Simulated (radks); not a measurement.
Question: Neutral titanium: order these configurations by energy. Method: scalar-relativistic Kohn-Sham, LDA (Slater exchange, Perdew-Wang correlation), spin-polarised, spherical densities, finite nucleus; Fermi nuclear charge, rms radius of each element as measured or else 0.836 A^(1/3) + 0.57 fm; computed with a radial shooting solver on a logarithmic mesh with Libxc functionals. Open shells are filled with parallel spins first. [Ar] 3d1 4s2 4p1; [Ar] 3d2 4s1 4p1; [Ar] 3d2 4s2; [Ar] 3d3 4p1; [Ar] 3d3 4s1; [Ar] 3d4.

Answer: From the lowest, in eV above it: [Ar] 3d3 4s1 0.000; [Ar] 3d2 4s2 0.146; [Ar] 3d4 2.143; [Ar] 3d2 4s1 4p1 2.313; [Ar] 3d3 4p1 2.900; [Ar] 3d1 4s2 4p1 5.285.
